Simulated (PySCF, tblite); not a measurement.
Isomers of C5H10O2SSi, one GFN2-xTB conformer each. Single-point energies are computed at PBE0/pcSseg-1 (PySCF, gas phase, no added dispersion term), electronic only.

```
                            SMILES  GFN2-xTB relative energy (kJ/mol)
                 CC[Si]1(OC=O)CSC1                               74.0
C=C1[C@@H](O)[C@H]([SiH3])C[S@]1=O                              220.0
           CO[C@@H]([SiH2]C=C=O)SC                              221.9
                C#C[Si@@H](OC)OCCS                               72.2
         C=C1[C@@H](OC)CS[Si@@H]1O                                0.0
```

Conformers: `[CH3:1][CH2:2][Si:3]1([O:4][CH:5]=[O:6])[CH2:7][S:8][CH2:9]1` with C1–C2–Si3–O4 48°, C2–Si3–O4–C5 45°, Si3–O4–C5–O6 2°, C2–Si3–C7–S8 109°, Si3–C7–S8–C9 10°, C7–S8–C9–Si3 -10°, C2–Si3–C9–S8 -108°; `[CH2:1]=[C:2]1[C@@H:3]([OH:4])[C@H:5]([SiH3:6])[CH2:7][S@:8]1=[O:9]` with C2–C3–O4–H 59°, C1–C2–C3–O4 30°, C2–C3–C5–Si6 169°, C3–C5–C7–S8 -49°, C5–C7–S8–O9 -72°; `[CH3:1][O:2][C@@H:3]([SiH2:4][CH:5]=[C:6]=[O:7])[S:8][CH3:9]` with C1–O2–C3–Si4 162°, O2–C3–Si4–C5 -67°, C3–Si4–C5–C6 8°, O2–C3–S8–C9 -57°; `[CH:1]#[C:2][Si@@H:3]([O:4][CH3:5])[O:6][CH2:7][CH2:8][SH:9]` with C2–Si3–O4–C5 -59°, C2–Si3–O6–C7 -64°, Si3–O6–C7–C8 174°, O6–C7–C8–S9 -65°, C7–C8–S9–H 50°; `[CH2:1]=[C:2]1[C@@H:3]([O:4][CH3:5])[CH2:6][S:7][Si@@H:8]1[OH:9]` with C2–C3–O4–C5 -71°, S7–Si8–O9–H -35°, C1–C2–C3–O4 116°, C2–C3–C6–S7 -43°, C3–C6–S7–Si8 13°, C6–S7–Si8–O9 134°.

Question: What does PBE0/pcSseg-1 give for the same structures?

Answer: 
```
                            SMILES  PBE0/pcSseg-1 E (Eh)  PBE0/pcSseg-1 (kJ/mol)  GFN2-xTB (kJ/mol)  point group
                 CC[Si]1(OC=O)CSC1           -1034.01843                     0.0               74.0           C1
         C=C1[C@@H](OC)CS[Si@@H]1O           -1033.99922                    50.4                0.0           C1
                C#C[Si@@H](OC)OCCS           -1033.95619                   163.4               72.2           C1
           CO[C@@H]([SiH2]C=C=O)SC           -1033.91906                   260.9              221.9           C1
C=C1[C@@H](O)[C@H]([SiH3])C[S@]1=O           -1033.87296                   381.9              220.0           C1
```

GFN2-xTB puts C=C1[C@@H](OC)CS[Si@@H]1O lowest instead; measured from each level's own lowest isomer, the values differ by up to 161.9 kJ/mol (C=C1[C@@H](O)[C@H]([SiH3])C[S@]1=O: 220.0 against 381.9). As drawn, the lowest has a four-membered ring, a C=O bond and a C(=O)–O unit, which the highest lacks; the highest has an O–H bond, an S=O bond and a C=C bond outside aromatic rings, which the lowest lacks.

Question: Which frontier levels, dipoles and rotational constants go with these structures?

Answer: 
| SMILES | HOMO (eV, PBE0/pcSseg-1) | LUMO (eV) | dipole (D) | A, B, C (MHz) |
| --- | --- | --- | --- | --- |
| CC[Si]1(OC=O)CSC1 | -6.38 | -0.47 | 1.70 | 1849, 813.3, 682.5 |
| C=C1[C@@H](OC)CS[Si@@H]1O | -6.70 | -0.63 | 3.33 | 1554, 1060, 821.5 |
| C#C[Si@@H](OC)OCCS | -6.62 | -0.26 | 3.22 | 1940, 573.3, 478.9 |
| CO[C@@H]([SiH2]C=C=O)SC | -6.51 | -0.91 | 1.09 | 1817, 780.8, 611.4 |
| C=C1[C@@H](O)[C@H]([SiH3])C[S@]1=O | -6.72 | -0.93 | 2.21 | 1792, 924.7, 680.4 |

Question: What happens when harmonic zero-point energies from GFN2-xTB frequencies are added?

Answer: 
```
                            SMILES  ZPE (kJ/mol)  electronic (kJ/mol)  with ZPE (kJ/mol)
                 CC[Si]1(OC=O)CSC1         376.5                  0.0                0.0
         C=C1[C@@H](OC)CS[Si@@H]1O         372.1                 50.4               46.0
                C#C[Si@@H](OC)OCCS         359.3                163.4              146.2
           CO[C@@H]([SiH2]C=C=O)SC         356.1                260.9              240.5
C=C1[C@@H](O)[C@H]([SiH3])C[S@]1=O         357.8                381.9              363.2
```

The zero-point energies span 20.4 kJ/mol. The order is unchanged.
